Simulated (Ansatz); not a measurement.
# CH6GeSi (SMILES [CH2]1[SiH2][GeH2]1): methods side by side

The species is CH6GeSi (9 atoms), meant as a singlet with charge 0. SMILES: `[CH2]1[SiH2][GeH2]1`. Geometry: relaxed at PBE0-D4/def2-TZVP.

```tsv
atom	x (Å)	y (Å)	z (Å)
C	-0.7267	0.0821	-0.6937
Si	0.8875	0.8795	-0.1514
Ge	-0.0407	-0.9481	0.8857
H	-1.6475	0.6366	-0.5329
H	-0.7376	-0.4533	-1.6395
H	0.8021	2.2273	0.4589
H	2.0504	0.7314	-1.0580
H	0.3994	-2.3775	0.5686
H	-0.8984	-0.8243	2.1453
```

Quantity: the electronic atomisation energy, in eV. The values are calculated. Electronic energies at fixed atoms, without zero-point motion or spin-orbit coupling.

| level | kind | program | value (eV) | less CCSD(T)/cc-pVDZ | CPU time (all runs) |
| --- | --- | --- | --- | --- | --- |
| BLYP/cc-pVDZ | GGA | Ansatz | 26.96 | +0.85 | 11 s |
| r2SCAN/cc-pVDZ | meta-GGA | Ansatz | 27.95 | +1.84 | 23 s |
| r2SCAN0/cc-pVDZ | hybrid meta-GGA | Ansatz | 27.71 | +1.60 | 23 s |
| wB97X/cc-pVDZ | range-separated hybrid | Ansatz | 28.00 | +1.89 | 39 s |
| B2PLYP/cc-pVDZ | double hybrid | Ansatz | 27.04 | +0.93 | 16 s |
| RPA@PBE/cc-pVDZ | RPA | Ansatz | 25.36 | -0.75 | 17 s |
| MP2/cc-pVDZ | perturbation theory | Ansatz | 26.02 | -0.09 | 4.5 s |
| CCSD(T)/cc-pVDZ | coupled cluster or CI | Ansatz | 26.11 | 0.00 | 21 s |

CCSD(T)/cc-pVDZ is the highest level here, not the true value. All-electron rows without a relativistic Hamiltonian named are non-relativistic. Correlated wave functions underbind in double-zeta sets. The values span 25.36 to 28.00 eV. In the correlated wave-function rows the outer d shell of Ge is correlated, in sets not made for it. In so small a basis fixed costs decide the times, and correlated methods can beat functionals. CPU times are rough (shared hosts, several kinds of processor and program).
